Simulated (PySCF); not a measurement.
How methods differ on the ionisation energy of O⁺

O⁺ [He] 2s2 2p3 (4S) → O²⁺ [He] 2s2 2p2 (3P), as a difference of total energies. All numbers are calculated (PySCF 2.14, no relativity, point nucleus, in cc-pVDZ). Correlated levels: valence: 1s2 frozen. The calculations carry no spin-orbit coupling.

```tsv
method	ionisation energy (eV)	error (eV)
UHF	34.598	-0.523
MN15	35.313	+0.192
B3LYP	35.379	+0.258
MP2 (valence)	34.988	-0.133
SCS-MP2 (valence)	34.789	-0.332
CCSD (valence)	34.787	-0.334
CCSD(T) (valence)	34.785	-0.336
```

Reference: 35.121 eV (measured; NIST Atomic Spectra Database, ionization energies).

Errors of the correlated levels include the incompleteness of this basis and the frozen core.
